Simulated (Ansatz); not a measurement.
Computed with Ansatz.

CH10B2Si2 (`B[SiH](C)B[SiH3]`) at its PBE0-D4/def2-TZVP geometry, where that method's forces vanish. The species carries charge 0 and has multiplicity 1.

```
atom   x (Å)   y (Å)   z (Å)
  B1  -2.133  -0.817   0.467
 Si2  -0.866   0.062  -0.818
  C3   0.333  -1.110  -1.668
  B4  -0.018   1.347   0.468
 Si5   1.739   0.997   1.365
  H6  -3.153  -0.279   0.780
  H7  -1.864  -1.857   0.995
  H8  -1.646   0.843  -1.828
  H9   0.887  -1.691  -0.926
 H10   1.057  -0.562  -2.276
 H11  -0.195  -1.809  -2.320
 H12  -0.660   2.297   0.811
 H13   2.687   0.194   0.543
 H14   2.450   2.214   1.845
 H15   1.382   0.172   2.562
```

Problem. For each bond, give half the difference of the two atoms' forces along it (eV/Å; positive pushes the atoms apart) under PBE-D4, r2SCAN-D4, B3LYP-D4, ωB97M-V in def2-TZVPP. (An estimate is asked.)

Solution. The calculation gave: 
```json
{"bond": "B1–Si2", "length (Å)": "2.007", "PBE-D4": "-0.09", "r2SCAN-D4": "0.00", "B3LYP-D4": "0.05", "ωB97M-V": "0.05"}
{"bond": "B1–H6", "length (Å)": "1.195", "PBE-D4": "0.07", "r2SCAN-D4": "-0.03", "B3LYP-D4": "-0.10", "ωB97M-V": "-0.10"}
{"bond": "B1–H7", "length (Å)": "1.197", "PBE-D4": "0.10", "r2SCAN-D4": "-0.01", "B3LYP-D4": "-0.11", "ωB97M-V": "-0.11"}
{"bond": "Si2–C3", "length (Å)": "1.881", "PBE-D4": "0.01", "r2SCAN-D4": "0.02", "B3LYP-D4": "0.13", "ωB97M-V": "0.07"}
{"bond": "Si2–B4", "length (Å)": "2.005", "PBE-D4": "-0.06", "r2SCAN-D4": "0.00", "B3LYP-D4": "0.03", "ωB97M-V": "0.03"}
{"bond": "Si2–H8", "length (Å)": "1.496", "PBE-D4": "0.13", "r2SCAN-D4": "0.00", "B3LYP-D4": "-0.11", "ωB97M-V": "-0.15"}
{"bond": "C3–H9", "length (Å)": "1.092", "PBE-D4": "0.10", "r2SCAN-D4": "-0.02", "B3LYP-D4": "-0.05", "ωB97M-V": "-0.03"}
{"bond": "C3–H10", "length (Å)": "1.092", "PBE-D4": "0.11", "r2SCAN-D4": "-0.01", "B3LYP-D4": "-0.04", "ωB97M-V": "-0.04"}
{"bond": "C3–H11", "length (Å)": "1.092", "PBE-D4": "0.10", "r2SCAN-D4": "-0.02", "B3LYP-D4": "-0.04", "ωB97M-V": "-0.04"}
{"bond": "B4–Si5", "length (Å)": "2.004", "PBE-D4": "-0.09", "r2SCAN-D4": "0.00", "B3LYP-D4": "0.07", "ωB97M-V": "0.09"}
{"bond": "B4–H12", "length (Å)": "1.198", "PBE-D4": "0.09", "r2SCAN-D4": "-0.03", "B3LYP-D4": "-0.13", "ωB97M-V": "-0.12"}
{"bond": "Si5–H13", "length (Å)": "1.489", "PBE-D4": "0.08", "r2SCAN-D4": "-0.02", "B3LYP-D4": "-0.06", "ωB97M-V": "-0.09"}
{"bond": "Si5–H14", "length (Å)": "1.489", "PBE-D4": "0.10", "r2SCAN-D4": "-0.02", "B3LYP-D4": "-0.07", "ωB97M-V": "-0.12"}
{"bond": "Si5–H15", "length (Å)": "1.498", "PBE-D4": "0.13", "r2SCAN-D4": "0.01", "B3LYP-D4": "-0.07", "ωB97M-V": "-0.12"}
```

B3LYP here is the variant with VWN-RPA as its local correlation; programs differ in this.
